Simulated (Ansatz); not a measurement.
input.yaml

```yaml
crystal:
  periodic: [false, false, false]
  atoms:
    - { symbol: Si, position_ang: [0.031313, -0.030847, 0.011601] }
    - { symbol: "N", position_ang: [0.124363, -0.307129, 1.755331] }
    - { symbol: C, position_ang: [-1.158222, -0.515795, 2.490111] }
    - { symbol: H, position_ang: [-1.861926, -1.049083, 1.816597] }
    - { symbol: H, position_ang: [-0.990193, -1.136259, 3.399359] }
    - { symbol: H, position_ang: [-1.641903, 0.436259, 2.825763] }
    - { symbol: C, position_ang: [1.093335, 0.519231, 2.534165] }
    - { symbol: H, position_ang: [1.424516, -0.025401, 3.447101] }
    - { symbol: H, position_ang: [1.978018, 0.715046, 1.892202] }
    - { symbol: H, position_ang: [0.675309, 1.501842, 2.870249] }
    - { symbol: "N", position_ang: [1.756603, 0.042106, -0.447247] }
    - { symbol: H, position_ang: [2.207648, -0.906107, -0.299986] }
    - { symbol: H, position_ang: [1.82852, 0.187503, -1.495051] }
    - { symbol: "N", position_ang: [-0.628337, 1.443357, -0.754507] }
    - { symbol: H, position_ang: [-1.617319, 1.595388, -0.400762] }
    - { symbol: H, position_ang: [-0.108588, 2.285604, -0.371381] }
    - { symbol: "N", position_ang: [-1.134316, -1.283516, -0.502933] }
    - { symbol: H, position_ang: [-0.713633, -2.246099, -0.358818] }
    - { symbol: H, position_ang: [-1.259387, -1.2261, -1.554294] }
basis:
  gaussian: { orbitals: STO-3G }
hamiltonian:
  xc: pbe
  dispersion: d4
md:
  timestep: 1.0
  n_steps: 402
  ensemble: nvt_nose_hoover
  temperature: 400.0
  initial_velocities: maxwell_boltzmann
  seed: 888508
  nose_hoover: { tau: 300.0, chain_length: 1 }
```

Run as:

```bash
$ ansatz run input.yaml --threads 1 --pin off --max-ram 2048MiB --backend cpu --events-out ev --progress --plain --runs-dir out
```

Hardware: 1 thread of Arm Neoverse V2 (shared host).

Q: Roughly how long does this run take, and how much memory?

A: 29 min, with a peak of 0.11 GiB, for 403 ionic steps.
